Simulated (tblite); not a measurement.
C₅H₃ClF₃O (doublet state).
SMILES with atom numbers: `[F:1][C:2]([F:3])([F:4])[C:5]1=[C:6]([Cl:7])[O:8][CH2:9][CH:10]1` (hydrogens: H11, H12 on C9; H13 on C10)

Method: GFN2-xTB as coded in tblite; computed harmonic values from a numerical Hessian at the method's own geometry, unscaled. This tight-binding method is rough: wavenumbers can miss measured ones by several per cent, in bad cases by 10 to 20. Open shells enter through the occupations alone, without spin polarisation, and single modes of such species can be off by tens of per cent.

Harmonic wavenumbers (cm⁻¹): 25.2, 106.3, 126.1, 160.5, 243.3, 277.7, 335.6, 365.0, 398.4, 467.8, 468.3, 553.8, 582.4, 611.6, 672.3, 765.5, 933.0, 936.1, 978.3, 1039.2, 1043.1, 1069.9, 1099.1, 1132.4, 1157.7, 1207.8, 1288.9, 1408.6, 1440.4, 1513.6, 2823.4, 2873.8, 3208.1.

A = 1557, B = 1038, C = 701.5 MHz; mass 170.982 u (most abundant isotopes); point group Cs, symmetry number 1; spin multiplicity 2.

Problem. What is the zero-point energy?

Solution. ½Σν̃ = 15657 cm⁻¹ = 187.30 kJ/mol.

Problem. Give the ideal-gas entropy at 400 K and 1 bar in the rigid-rotor, harmonic-oscillator model (classical rotation).

Solution. Translation 179.09, rotation 129.30, vibration 146.70, spin (R ln 2) 5.76: S = 460.9 J/(mol K).

Problem. And Cp and H(400 K) − H(0)?

Solution. Cp = 177.36 J/(mol K), of which vibrations give 144.10 (their classical limit is 33 R = 274.4); H(400 K) − H(0) = 43.41 kJ/mol without the zero-point energy, 30.10 from vibrations.

Problem. How do the functions run with temperature in this model?

Solution. 
```
 T (K)  S (J/(mol K))  Cp (J/(mol K))  H − H(0) (kJ/mol)  G − H(0) (kJ/mol)  ln q(vib)
   150          333.5            91.4               9.18             -40.84       2.89
   250          389.2           129.3              20.24             -77.05       5.16
298.15          413.4           146.1              26.88             -96.37       6.27
   600          541.6           219.9              83.51            -241.43      12.99
   900          638.0           253.9             155.18            -418.99      18.96
```

q(vib) and H(0) count from the zero-point level.

Problem. What must be added to the electronic energy to get the Gibbs energy at 400 K and 1 bar?

Solution. ZPE + [H(400 K) − H(0)] − T·S = 187.30 + 43.41 − 184.34 = 46.37 kJ/mol.

Hindered rotation and anharmonicity are outside this model.

Conformer computed: `[F:1][C:2]([F:3])([F:4])[C:5]1=[C:6]([Cl:7])[O:8][CH2:9][CH:10]1`: F1–C2–C5–C6 61°.
